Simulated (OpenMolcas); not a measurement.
**Cl³⁺: CASPT2 settings compared**

| Property | Result |
| --- | --- |
| Program | OpenMolcas |
| Basis | ANO-RCC-VDZ [4s3p] |
| Scalar Hamiltonian | DKH2, point nucleus |
| Active space | 2 electrons in 3 orbitals (3p) |
| State averaging | 2S+1 = 3 even, 3 roots; 2S+1 = 1 even, 6 roots kept (CI in the orbitals of an earlier block) |
| Spin-orbit coupling | RASSI with atomic mean-field integrals over the reference wave functions, term energies averaged over their components |

Methods on the same reference wave functions:
A. CASSCF
B. SS-CASPT2, IPEA 0 Eh, no level shift (closed shells correlated: 2s 2p 3s)
C. SS-CASPT2, IPEA 0.15 Eh, real shift 0.2 Eh (closed shells correlated: 2s 2p 3s)
D. XMS-CASPT2, IPEA 0.1 Eh, real shift 0.25 Eh (closed shells correlated: 2s 2p 3s)

Energies in cm-1 above 3s2 3p2 3P0, the measured ground level; measured values from Moore, Atomic Energy Levels, vol. I, NSRDS-NBS 35 (1971 reprint of NBS Circular 467, 1949).

```
      Level      A      B      C      D  Measured
3s2 3p2 3P0    0.0    0.0    0.0    0.0       0.0
3s2 3p2 3P1    415    422    421    421       491
3s2 3p2 3P2   1166   1173   1172   1172      1341
3s2 3p2 1D2  16561  16510  16530  16420     13766
3s2 3p2 1S0  40184  32500  32840  33520     32550
```

Deviations, from unrounded energies. A percentage is the sum of absolute deviations over the sum of measured energies, with the sign that they share, or ± where signs differ.

| Against measurement | Levels | A | B | C | D |
| --- | --- | --- | --- | --- | --- |
| mean absolute deviation (cm-1) | 4 | 2700 | 760 | 820 | 970 |
| fine structure of the ground term (%) | 2 | -13.7 | -13.0 | -13.0 | -13.1 |
| other terms of the ground configuration (%) | 2 | +22.5 | ±6.0 | +6.6 | +7.8 |

B lies closest to measurement on these levels and A furthest from it. The largest miss of B in the table is 3s2 3p2 1D2, by +2700 cm-1. The ranking rests on the paired levels alone, and a cruder setting can come out closer through cancelling errors.

Among B to D the level of the table that moves most is 3s2 3p2 1S0, by 1000 cm-1 (lowest in B, highest in D). Moves below CASPT2's spread within the term are not significant.

The mean deviations of B to D differ by less than CASPT2's widest spread within a term (320 cm-1), so their order carries little weight.

From A to B the spin-free energies of the other terms of 3s2 3p2 shown, above 3P, scale by factors of 0.80 to 1.00.

The lowest spin-free term lies below A's lowest term by 0.014 hartree in B, 0.014 hartree in C, 0.016 hartree in D.

Term energies are means over components that CASPT2 splits; among the terms shown or strongly mixed into the levels shown the widest spread is 320 cm-1 (3s2 3p2 1D, D). Terms from blocks run as CI alone lack orbitals of their own. With the s shell closed, the reference lacks s² → p² mixing. The basis is small and was not contracted for so high a charge. Some terms miss by over 15 % even with CASPT2, which points to a basis or an active space too small for the shells correlated (holds for B; C; D). Computed and measured levels are paired by configuration, term and J; levels that our copy of the source lacks, or whose pairing is in doubt (as where it misses far off the trend of its configuration), stay unpaired and out of the deviations. Only configurations of the active space appear.
